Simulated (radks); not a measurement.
Values are calculated unless marked as measured or tabulated.
Task: The mean radii <r> (bohr) of the occupied orbitals of an atom or ion are listed with their occupations. Level of theory: Dirac Kohn-Sham, BLYP, spin-unpolarised, spherical densities, finite nucleus; Fermi nuclear charge, rms radius of each element as measured or else 0.836 A^(1/3) + 0.57 fm (a radial shooting solver on a logarithmic mesh with Libxc functionals).

| orbital | occ. | <r> |
|---|---|---|
| 1s1/2 | 1 | 0.1893 |

Name the element and its charge. Open shells, if any, fill j = l - 1/2 first.

Result: Z = 8, oxygen, charge +7: O7+ in 1s1. The 1s radius gives Z: for a bare nucleus <r> = (2 gamma + 1)/(2Z) with gamma = sqrt(1 - (Z/c)^2), 0.1873 bohr for Z = 8, and the self-interaction of the functional makes it slightly larger (0.1893 here). The occupations add up to 1, and the charge is Z minus that.
